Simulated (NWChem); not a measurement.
System: C3H2FNS; SMILES c1nc(cs1)F

```xyz
8

F     -0.2540     2.2785     0.0000
C     -0.0655     0.9756     0.0000
C     -1.0792     0.0559     0.0000
S     -0.3828    -1.5126     0.0000
C      1.1848    -0.7929     0.0000
N      1.1975     0.5062     0.0000
H     -2.1523     0.2311     0.0000
H      2.0837    -1.4131     0.0000
```
Atoms are numbered in this order, from 1.

Level: PBE0/def2-SVP (NWChem), optimised geometry, unscaled harmonic frequencies. 

Question: List the harmonic frequencies with IR intensities, and the thermochemistry.

Answer: 
```tsv
frequency (cm⁻¹)	IR intensity (km/mol)
279	0.3
438	0.3
512	1.8
577	2.3
691	4.7
701	4.8
739	16.0
828	52.5
868	8.5
903	24.4
1006	33.3
1165	15.1
1272	8.7
1444	103.2
1528	17.1
1632	243.6
3251	1.5
3304	11.6
```

```
Property                                                                            Value
-----------------------------------------------------------------------  ----------------
zero-point energy                                                           30.2 kcal/mol
thermal correction to the enthalpy at 298.15 K (with zero-point energy)     33.6 kcal/mol
heat capacity Cv                                                         16.4 cal/(mol K)
entropy at 298.15 K and 1 atm (symmetry number 1)                        71.4 cal/(mol K)
dipole moment                                                                      2.43 D
```

Rigid rotor and harmonic oscillator.
